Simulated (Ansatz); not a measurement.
Cost and result for the atomization energy of CH₂GaN (`N#[C][GaH2]`) (5 atoms, 4 bonds).

```xyz
5

N     0.280    2.253   -0.662
C     0.144    1.154   -0.339
Ga   -0.087   -0.703    0.207
H    -1.435   -1.366   -0.186
H     1.099   -1.339    0.981
```

Charge 0, multiplicity 1. Correlated methods include outer-core shells of Ga, which these sets cover unevenly. Scalar relativity is left out up to krypton. All single points use the PBE0-D4/def2-TZVP geometry. Program: Ansatz. All runs use 4 threads of an Arm Neoverse V2 on a shared host. Times are those of one run each, without the atoms' runs, and a repeat can differ threefold. Electronic energies, without spin–orbit coupling; frozen cores. CCSD(T)/CBS adds CCSD(T) − MP2 in def2-TZVPP to the MP2 limit, and its time is that of the two runs behind it. T1 = 0.014. With those shells the extrapolation isn't a true limit. B3LYP takes the VWN-RPA correlation (the form of Gaussian; ORCA's B3LYP/G).

CCSD(T)/CBS is a level of theory with its own doubt, some kJ/mol a heavy atom from the limit and from the frozen cores, so smaller differences don't rank the functionals.

```json
{"level": "revPBE-D4/def2-TZVPP", "functions": "138", "wall time": "0.55 s", "atomization (kJ/mol)": "1709.2", "difference from CCSD(T)/CBS": "-7.9", "per bond": "-2.0"}
{"level": "BLYP-D4/def2-TZVPP", "functions": "138", "wall time": "0.6 s", "atomization (kJ/mol)": "1724.4", "difference from CCSD(T)/CBS": "7.3", "per bond": "1.8"}
{"level": "CCSD(T)/def2-SVP", "functions": "70", "wall time": "0.7 s", "atomization (kJ/mol)": "1620.8", "difference from CCSD(T)/CBS": "-96.3", "per bond": "-24.1"}
{"level": "BHLYP-D4/def2-TZVPP", "functions": "138", "wall time": "0.8 s", "atomization (kJ/mol)": "1631.6", "difference from CCSD(T)/CBS": "-85.5", "per bond": "-21.4"}
{"level": "B3LYP-D4/def2-TZVPP (with forces)", "functions": "138", "wall time": "1 s", "atomization (kJ/mol)": "1707.2", "difference from CCSD(T)/CBS": "-9.9", "per bond": "-2.5"}
{"level": "PBE-QIDH/def2-TZVPP", "functions": "138", "wall time": "1.2 s", "atomization (kJ/mol)": "1699.7", "difference from CCSD(T)/CBS": "-17.4", "per bond": "-4.3"}
{"level": "r2SCANh-D4/def2-TZVPP", "functions": "138", "wall time": "1.4 s", "atomization (kJ/mol)": "1685.5", "difference from CCSD(T)/CBS": "-31.6", "per bond": "-7.9"}
{"level": "B97M-V/def2-TZVPP", "functions": "138", "wall time": "1.9 s", "atomization (kJ/mol)": "1720.9", "difference from CCSD(T)/CBS": "3.8", "per bond": "0.9"}
{"level": "ωB97X-V/def2-TZVPP", "functions": "138", "wall time": "2.1 s", "atomization (kJ/mol)": "1726.4", "difference from CCSD(T)/CBS": "9.3", "per bond": "2.3"}
{"level": "ωB97M-V/def2-TZVPP (with forces)", "functions": "138", "wall time": "2.8 s", "atomization (kJ/mol)": "1718.1", "difference from CCSD(T)/CBS": "1.0", "per bond": "0.3"}
{"level": "CCSD(T)/def2-TZVPP", "functions": "138", "wall time": "6.5 s", "atomization (kJ/mol)": "1678.1", "difference from CCSD(T)/CBS": "-39.0", "per bond": "-9.8"}
{"level": "CCSD(T)/def2-QZVPP", "functions": "263", "wall time": "86 s", "atomization (kJ/mol)": "1705.6", "difference from CCSD(T)/CBS": "-11.5", "per bond": "-2.9"}
{"level": "CCSD(T)/CBS(def2)", "functions": "–", "wall time": "93 s", "atomization (kJ/mol)": "1717.1", "difference from CCSD(T)/CBS": "0.0", "per bond": "0.0"}
```

In def2-TZVPP, CCSD(T) changes the Hartree–Fock value by +537.5 kJ/mol (the triples alone add +40.5 kJ/mol) and MP2 by +588.0 kJ/mol; breaking electron pairs costs correlation energy, which Hartree–Fock lacks. From r2SCAN to r2SCAN0 (25 % exact exchange), in def2-TZVPP and without D4, the atomization energy moves by −50.0 kJ/mol: exact exchange takes away binding that semilocal exchange gives to molecules. At CCSD(T), def2-SVP lies −96.3 kJ/mol from the extrapolated value and def2-TZVPP −39.1 kJ/mol: correlation converges slowly with the basis, and small sets miss more of it in the bonded molecule than in its fragments.
